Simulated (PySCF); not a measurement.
Run record: geometry optimisation, `C[S][GeH2][Se][GeH3]`.

Method: PBE0-D3(BJ)/def2-SVP geometry optimisation, gas phase (PySCF 2.14.0). Start geometry: GFN2-xTB. The input is one job of a driver script: a line of settings, then coordinates in Å.

Input:
```
{"job": {"xc": "PBE0", "basis": "def2-SVP", "d3": "d3bj", "grid": 1, "kind": "geom"}, "charge": 0, "multiplicity": 1}
C     -2.393940     0.498496     0.176324
S     -1.585301    -0.720375    -0.916546
Ge    -0.033057    -1.446644     0.480148
Se     1.315626     0.274520     1.384741
Ge     2.374869     0.844095    -0.606865
H     -2.885599    -0.014313     0.998245
H     -1.658588     1.206302     0.552553
H     -3.127869     1.017156    -0.430747
H     -0.661905    -2.118558     1.694560
H      0.792135    -2.481833    -0.260688
H      1.414065     1.430638    -1.602474
H      3.413283     1.865343    -0.256371
H      3.031892    -0.354341    -1.230607
```

Q: Give the output.

A: 
```
step   0  E = -6994.77811560  max force = 0.011962
step   1  E = -6994.78118157  max force = 0.003238
step   2  E = -6994.78160315  max force = 0.000512
step   3  E = -6994.78190693  max force = 0.001836
step   4  E = -6994.78199994  max force = 0.002346
step   5  E = -6994.78224114  max force = 0.000976
step   6  E = -6994.78233560  max force = 0.000581
step   7  E = -6994.78237257  max force = 0.000598
step   8  E = -6994.78237558  max force = 0.000337
optimisation converged
```

Energies in Eh; «max force» is the largest Cartesian gradient component in Eh/bohr.

Q: Give the first gradient maximum in eV/Å.

A: With 1 Eh/bohr = 51.422 eV/Å, 0.615 eV/Å.

Main results: final energy -6994.78238 Eh after 8 steps; dipole 0.65 D.

Q: Give the final coordinates.

A: 0.413 Å rms from the input after alignment:
```
atom  x, y, z in Å
C1    -2.1365    0.4504   -0.0228
S2    -1.2562   -0.8751   -0.9033
Ge3    0.0927   -1.5775    0.7140
Se4    1.3560    0.2371    1.5340
Ge5    2.0286    0.9675   -0.6138
H6    -2.8417    0.0419    0.7147
H7    -1.4266    1.1265    0.4769
H8    -2.6978    1.0142   -0.7801
H9    -0.6848   -2.1318    1.9233
H10    0.9827   -2.6466    0.0570
H11    0.9437    1.8566   -1.2429
H12    3.3106    1.7844   -0.3714
H13    2.3204   -0.2539   -1.5015
```

Q: Estimate the wall time. Hardware: an Arm Neoverse V1 with one thread, shared host.

A: About 3.5 min.
Labels such as C1 count atoms from 1, the log's own numbers from 0.
